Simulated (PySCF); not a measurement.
Electron correlation in Zn²⁺ (zinc, charge +2)

[Ar] 3d10, closed-shell 1S. Calculation: PySCF 2.14, in jorge-DZP-DKH (8s6p2d1f, 43 functions); the spin-free X2C one-electron Hamiltonian (Gaussian nucleus). Frozen: [Ar]; 10 electrons correlated.

Total MP2 correlation energy: -256.88 mhartree.

Same-spin part -97.48 and opposite-spin part -159.40 mhartree; SCS-MP2 scales them by 1/3 and 6/5 to -223.78 mhartree.

```
  level  correlation energy (mhartree)
   CCSD                        -237.10
    (T)                          -6.15
CCSD(T)                        -243.25
```

Diagnostics: T1 = 0.0057, D1 = 0.0081, largest double amplitude 0.028.

Cost of the coupled-cluster step: 0.26 s of wall time on 1 thread of Neoverse-V1 (shared host), for 10 correlated electrons.
